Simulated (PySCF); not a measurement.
**Worked example: dipole moment from atomic charges**

SeFBr, SMILES F[Se]Br. Atoms are numbered in the order given.

```xyz
3

Se     0.4134     0.9220     0.0000
F     -1.2117     1.5633     0.0000
Br    -0.0900    -1.2977     0.0000
```

Geometry: ωB97X-D3(BJ)/def2-TZVP.

Charges (e) from M06-2X/def2-TZVPD run with PySCF:

```csv
atom,ESP fit,IAO
Se1,0.206,0.594
F2,-0.167,-0.486
Br3,-0.040,-0.108
```

The dipole moment of the full density is 1.46 D.

Q: What dipole moment does each set of point charges give, and which comes closer to that of the density?

A: 
μ = Σ q r, and 1 e Å = 4.8032 D.
ESP fit: Σ q r = (0.291, -0.019, 0.000) e Å, |μ| = 1.40 D.
IAO: Σ q r = (0.844, -0.072, 0.000) e Å, |μ| = 4.07 D.
ESP fit comes closer in size. Point charges leave out the atoms' own dipoles (lone pairs, polarised bonds); fits to the potential absorb them, partitions of the density don't.
